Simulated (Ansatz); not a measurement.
Species: 2-bromofuran, C$_{4}$H$_{3}$BrO (charge 0, singlet). SMILES: Brc1ccco1

Atoms: Br1, C2, C3, C4, C5, O6, H7, H8, H9. Bonds: Br1-C2, C2-C3, C2-O6, C3-C4, C3-H7, C4-C5, C4-H8, C5-O6, C5-H9.

Bond lengths (Å) and angles (degrees) optimised at HF/STO-3G with Ansatz (a program for electronic structure); PBE/6-31G* with LANL2DZ past Ar with Ansatz; MP2/6-31G* with LANL2DZ past Ar with Ansatz, each started from the B3LYP-D3(BJ)/def2-TZVP structure (Ansatz) of the last column. A row stands for all coordinates that are equal there; 11 of 21 kinds are shown. 6-31G* holds six Cartesian d functions. No wavenumbers were computed at HF/STO-3G, PBE/6-31G* with LANL2DZ past Ar, MP2/6-31G* with LANL2DZ past Ar, so these may be saddle points.

| coordinate | HF/STO-3G | PBE/6-31G* with LANL2DZ past Ar | MP2/6-31G* with LANL2DZ past Ar | B3LYP-D3(BJ)/def2-TZVP |
|---|---|---|---|---|
| Br1-C2 | 1.859 | 1.922 | 1.905 | 1.865 |
| C2-C3 | 1.344 | 1.369 | 1.366 | 1.356 |
| C2-O6 | 1.379 | 1.361 | 1.359 | 1.354 |
| C3-C4 | 1.444 | 1.437 | 1.427 | 1.433 |
| C3-H7 | 1.077 to 1.082 | 1.087 | 1.080 | 1.075 |
| C4-C5 | 1.339 | 1.369 | 1.365 | 1.354 |
| C4-H8 | 1.078 | 1.089 | 1.081 | 1.077 |
| C5-O6 | 1.378 | 1.378 | 1.373 | 1.368 |
| Br1-C2-C3 | 131.8 | 131.5 | 131.6 | 131.8 |
| Br1-C2-O6 | 117.0 | 116.4 | 116.9 | 116.8 |
| C3-C2-O6 | 111.1 | 112.1 | 111.5 | 111.3 |

A range marks coordinates that this level makes unequal.

Mean signed difference of all 9 bond lengths from B3LYP-D3(BJ)/def2-TZVP: HF/STO-3G 0.003 Å, PBE/6-31G* with LANL2DZ past Ar 0.016 Å, MP2/6-31G* with LANL2DZ past Ar 0.009 Å.
